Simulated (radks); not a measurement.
Isoelectronic series with 8 electrons, all held in the configuration [He] 2s2 2p4, which need not be the ground one along the series. All-electron calculation, Dirac Kohn-Sham, LDA (Slater exchange, Perdew-Wang correlation), spin-unpolarised, spherical densities, finite nucleus; open shells fill j = l - 1/2 first; Fermi nuclear charge, rms radius of each element as measured or else 0.836 A^(1/3) + 0.57 fm. Program: a radial shooting solver on a logarithmic mesh with Libxc functionals. Total energies (hartree) and orbital eigenvalues (hartree):

ion,E (hartree),2p3/2,2p1/2
O,-74.52723,-0.33736,-0.33871
Al5+,-229.57723,-6.46699,-6.48685
Ar10+,-473.20844,-18.92083,-19.01711
V15+,-806.34077,-37.64592,-37.94384
Ni20+,-1230.33854,-62.64744,-63.36785
As25+,-1746.98248,-93.94322,-95.43354
Sr30+,-2358.50635,-131.5590,-134.3277
Tc35+,-3067.64118,-175.5276,-180.2830
